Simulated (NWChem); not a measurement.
## Basis-set convergence for H₃NPbS

```xyz
6

Pb    -0.4075    -0.1514     0.0000
N      1.0199    -1.7270     0.0000
H      0.7751    -2.7122     0.0000
H      2.0274    -1.5985     0.0000
S      1.4331     1.6350     0.0000
H      0.5451     2.6538     0.0000
```
Charge 0, spin multiplicity 1.

The numbers come from NWChem runs, not from measurements. Structure: optimised with PBE0/def2-SVP with def2 effective core potentials on Pb, a minimum by its harmonic frequencies. It is one conformer; others weren't searched.

Quantity: first vertical ionisation energy at the level G0W0@PBE.

Effective core potentials replace the inner electrons of Pb; spin-orbit coupling is left out. GW and range-separated runs recompute their integrals, the others keep them in memory, which bears on the times. The structure started from a generated list of species.

The cost column gives rough processor time relative to def2-SVP; each entry includes its own SCF.

| basis | functions | first vertical ionisation energy (eV) | relative cost |
|---|---|---|---|
| def2-SVP | 73 | 7.02 | 1 |
| def2-SVPD | 103 | … | under 3 |
| def2-TZVP | 136 | … | 3 |
| def2-TZVPP | 165 | … | 5 |
| def2-TZVPD | 166 | 7.70 | 6 |

What belongs in the gaps?


- def2-SVPD, first vertical ionisation energy (eV): 7.42
- def2-TZVP, first vertical ionisation energy (eV): 7.62
- def2-TZVPP, first vertical ionisation energy (eV): 7.66
